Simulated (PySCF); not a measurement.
Telling isomers of C6H6ClN apart by NMR

[PySCF 2.14: GFN2-xTB geometry; shielding tensors at PBE0/pcSseg-1 (GIAO); in vacuum; relativity neglected; single conformer; averaged over atoms made equivalent by symmetry, fast rotation or ring inversion]

Chemical shifts δ = σref − σ; ¹H (σ = 31.72 ppm) and ¹³C (σ = 186.93 ppm) against TMS, all at this level. Where no couplings were computed, multiplicities follow the n + 1 count of equivalent neighbours, and m marks all less simple cases (inequivalent or close neighbours, rings, F or P nearby). Shifts are as computed. Against solution values, carbons near 30 ppm lie about +3 ppm off and those near 130 ppm about +5 ppm; carbons on Cl a further +6 ppm. Of 1211 compounds with measured shifts, 218 miss one by over three times the rms of a fit or turn the order of signals round; such compounds aren't used in these exercises. Carbons bonded to Cl come out too deshielded. OH and NH positions are gas-phase values without hydrogen bonding to other molecules.

(1) Tabulate the signals of `Nc1ccccc1Cl`, `Nc1cccc(Cl)c1` and their relative energies.

(2) What is the quickest way to tell Nc1ccccc1Cl from Nc1cccc(Cl)c1?

Answers

(1) 
```tsv
SMILES	carbon types	δC	δH	E rel. (kcal/mol)
Nc1ccccc1Cl	2×C 4×CH	148.3, 135.7, 133.4, 126.5, 122.1, 117.5	7.52 (d, 1H), 7.30 (m, 1H), 6.84 (m, 1H), 6.81 (d, 1H), 3.93 (br s, 2H)	0.0
Nc1cccc(Cl)c1	2×C 4×CH	153.0, 147.0, 136.0, 122.3, 117.1, 114.3	7.32 (m, 1H), 6.79 (d, 1H), 6.67 (s, 1H), 6.50 (d, 1H), 3.46 (br s, 2H)	0.6
```

Energies are electronic energies at PBE0/pcSseg-1 on these geometries, without zero-point or thermal terms, each for the one conformer computed, which needn't be the lowest.

(2) Both give the same number of carbon signals, with the same numbers of each carbon type, so the positions decide. The first has an aromatic carbon bearing chlorine (C) at 126.5 ppm, the second an aromatic carbon bearing nitrogen (C) at 153.0 ppm. Their most deshielded carbons lie at 148.3 and 153.0 ppm.
